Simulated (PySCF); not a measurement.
Structure with atom numbers: `[CH3:1][c:2]1[cH:3][cH:4][c:5]([Cl:6])[cH:7][cH:8]1`. Each H is labelled by its parent atom.

Non-relativistic Hamiltonian, one averaged value for each set of equivalent atoms, in vacuum, a single conformation. Geometry from PBE0-D3(BJ)/def2-SVP; shielding tensors at PBE0/pcSseg-1 (GIAO); PySCF.

Chemical shifts δ = σref − σ; TMS for ¹³C (σref 184.41), ¹H (σref 31.27); ³⁵Cl (σref 943.27) against HCl, all at this level.

```json
{"atoms": "Cl6", "nucleus": "³⁵Cl", "count": "1", "Hirshfeld charge": "-0.04", "δ (ppm)": "227"}
{"atoms": "C3/C8", "nucleus": "¹³C", "count": "2", "Hirshfeld charge": "-0.05", "δ (ppm)": "135.5"}
{"atoms": "H(C4)/H(C7)", "nucleus": "¹H", "count": "2", "Hirshfeld charge": "0.05", "δ (ppm)": "7.33"}
{"atoms": "H(C1)", "nucleus": "¹H", "count": "3", "Hirshfeld charge": "0.05", "δ (ppm)": "2.34"}
{"atoms": "H(C3)/H(C8)", "nucleus": "¹H", "count": "2", "Hirshfeld charge": "0.05", "δ (ppm)": "?"}
{"atoms": "C4/C7", "nucleus": "¹³C", "count": "2", "Hirshfeld charge": "-0.06", "δ (ppm)": "134.5"}
{"atoms": "C1", "nucleus": "¹³C", "count": "1", "Hirshfeld charge": "-0.11", "δ (ppm)": "?"}
{"atoms": "C2", "nucleus": "¹³C", "count": "1", "Hirshfeld charge": "0.01", "δ (ppm)": "140.8"}
{"atoms": "C5", "nucleus": "¹³C", "count": "1", "Hirshfeld charge": "0.01", "δ (ppm)": "?"}
```

Q: Fill in the missing shifts.

A: 
- C5: 142.7 ppm, aromatic carbon bearing chlorine
- C1: 22.6 ppm, methyl carbon on an aromatic ring; saturated and bonded to C and H only
- H(C3)/H(C8): 7.22 ppm, hydrogen on an aromatic CH; ring-current deshielding

Carbons that carry Cl, above all several Cl atoms, come out too deshielded, partly because spin–orbit coupling is missing. Shifts are as computed. Against solution values, carbons near 30 ppm lie about +2 ppm off and those near 130 ppm about +5 ppm; carbons on Cl a further +5 ppm. Of 1211 compounds with measured shifts, 218 miss one by over three times the rms of a fit or turn the order of signals round; such compounds aren't used in these exercises.
